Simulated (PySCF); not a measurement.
Predicted microwave data (PBE0/pcSseg-1 in PySCF (dipole) on a GFN2-xTB geometry, gas phase) for one isomer of C6H10ClN2P:

| Item | Value |
| --- | --- |
| Rotational constants | A = 1164, B = 925.4, C = 577.9 MHz |
| Dipole components | \|μa\| = 1.55 D, \|μb\| = 1.52 D, \|μc\| = 0.03 D |
| Inertial defect | -105.93 u·Å² |
| κ | 0.19 |

**Question.** Which candidate fits, each taken in the one conformer that was computed?
A. `CC(C)(C)n1cpc(Cl)n1`
B. `[CH3:1][c:2]1[n:3][n:4]([CH:5]([CH3:6])[CH3:7])[c:8]([Cl:9])[p:10]1` with N3–N4–C5–C6 -75°

**Answer.** B. It is Cc1nn(C(C)C)c(Cl)p1, an asymmetric top, point group C1. The candidates at the same level (rigid rotor, commonest isotopes):

```csv
SMILES,A (MHz),B (MHz),C (MHz),μa (D),μb (D),μc (D),Δ (u·Å²),point group,rotor
CC(C)(C)n1cpc(Cl)n1,1821,634.4,524.9,4.47,0.64,0.00,-111.48,Cs,asymmetric top
Cc1nn(C(C)C)c(Cl)p1,1164,925.4,577.9,1.55,1.52,0.03,-105.93,C1,asymmetric top
```

`CC(C)(C)n1cpc(Cl)n1` has A 56 % too high. No structure here is proved a minimum.
